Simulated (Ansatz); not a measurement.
The inner images of a band of CH₃NO₂Si (8 atoms, charge 0, multiplicity 1) are given out of order.

Theory: RKS PBE-D4/def2-SVP in Ansatz.

Initial state:

```xyz
8
Properties=species:S:1:pos:R:3
N -0.896 0.347 1.148
Si 0.425 -0.236 0.237
O 0.984 0.672 -1.198
C 0.418 -0.516 -1.596
O 0.241 -0.983 -2.685
H -1.807 0.564 0.740
H -0.807 0.662 2.116
H 1.534 -0.567 1.182
```

Final state:

```xyz
8
Properties=species:S:1:pos:R:3
N -0.896 0.346 1.149
Si 0.424 -0.236 0.237
O 0.983 0.673 -1.199
C 0.418 -0.517 -1.596
O 0.241 -0.984 -2.685
H -0.805 0.664 2.115
H -1.807 0.562 0.741
H 1.535 -0.565 1.181
```

Q: Put them in order from the first end to the last, with their energies above the first end.
A.
```xyz
8
Properties=species:S:1:pos:R:3
N -0.826 0.515 1.146
Si 0.462 -0.156 0.240
O 0.799 0.689 -1.265
C 0.421 -0.630 -1.550
O 0.285 -1.177 -2.606
H -1.679 0.843 0.689
H -0.980 0.275 2.126
H 1.611 -0.415 1.164
```
B.
```xyz
8
Properties=species:S:1:pos:R:3
N -0.817 0.440 1.206
Si 0.534 0.014 0.243
O 0.522 0.415 -1.520
C 0.415 -0.927 -1.364
O 0.300 -1.829 -2.144
H -0.969 1.396 1.537
H -1.695 -0.076 1.129
H 1.802 0.512 0.857
```
C.
```xyz
8
Properties=species:S:1:pos:R:3
N -0.776 0.526 1.272
Si 0.530 -0.088 0.308
O 0.583 0.574 -1.350
C 0.390 -0.780 -1.418
O 0.248 -1.521 -2.348
H -1.275 1.330 0.871
H -1.463 -0.150 1.620
H 1.855 0.051 0.989
```
D.
```xyz
8
Properties=species:S:1:pos:R:3
N -0.778 0.567 1.207
Si 0.505 -0.116 0.278
O 0.659 0.649 -1.300
C 0.399 -0.715 -1.474
O 0.259 -1.351 -2.478
H -1.475 1.112 0.691
H -1.237 0.007 1.931
H 1.761 -0.210 1.089
```
E.
```xyz
8
Properties=species:S:1:pos:R:3
N -0.799 0.468 1.253
Si 0.538 -0.049 0.295
O 0.554 0.491 -1.430
C 0.398 -0.851 -1.392
O 0.261 -1.683 -2.242
H -1.119 1.439 1.183
H -1.597 -0.161 1.360
H 1.855 0.289 0.917
```

A: A (+1.1 kcal/mol), D (+4.1 kcal/mol), C (+6.3 kcal/mol), E (+4.5 kcal/mol), B (+1.3 kcal/mol).

Time of the run: 4.9 min on 1 CPU thread of a shared host.
